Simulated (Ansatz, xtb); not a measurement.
A geometry optimisation of CH7B2N+ with r2SCAN-D4/def2-SVP

The starting geometry of this gas-phase doublet was built from a drawn formula by distance geometry and a force field; its bonds are those of `B[CH][NH2+]B`.

```csv
atom,x (Å),y (Å),z (Å)
C,-1.5801,-0.1250,-0.0038
B,-2.8333,-0.2952,-0.9259
B,0.2591,1.3001,0.7670
N,-1.0764,1.2248,-0.0546
H,-2.7685,-1.1185,-1.8374
H,-3.7989,0.3579,-0.7808
H,-1.9439,-0.3793,1.0986
H,-0.8397,1.4726,-1.0027
H,-1.7444,1.9341,0.3792
H,0.2073,1.1057,1.8927
H,1.2932,1.6040,0.2228
```

Task: Where would you expect an optimisation with r2SCAN-D4/def2-SVP to take it?

Result: New bonds form, giving a structure with H11 bridging B3 and B2, given below by its coordinates. Contacts that close: C1–B3 (2.45 → 1.66 Å), B2–B3 (3.87 → 1.82 Å), B2–H11 (4.69 → 1.41 Å).

The energy falls by 1.70 eV over 41 steps:

```
step  E − E(last) (eV)
   1             1.699
   5             0.743
  10             0.550
  14             0.503
  19             0.489
  23             0.488
  28             0.483
  32             0.406
  37             0.002
  41             0.000
```

Final geometry (Å):

```xyz
11

C    -2.0780    0.4601    0.4313
B    -1.5772   -0.2106   -0.9299
B    -0.4381    0.6238    0.2141
N    -1.4461    1.7649    0.5408
H    -1.3763   -1.3834   -1.0777
H    -2.1832    0.3949   -1.8112
H    -2.7028    0.0714    1.2403
H    -1.6857    2.4358   -0.2044
H    -1.4272    2.2132    1.4642
H     0.4230    0.2611    0.9488
H    -0.3339    0.4499   -1.0610
```

From the same start GFN2-xTB ends elsewhere, differing in B2–B3 (2.58 against 1.82 Å here), B2–H11 (2.87 against 1.41 Å here).

The end wasn't checked by frequencies. Open shells are spin-unrestricted. Run with Ansatz 0.2.0, 3.2 min on 2 threads of Intel(R) Xeon(R) Platinum 8259CL CPU @ 2.50GHz (Skylake/Cascade Lake) (shared host).
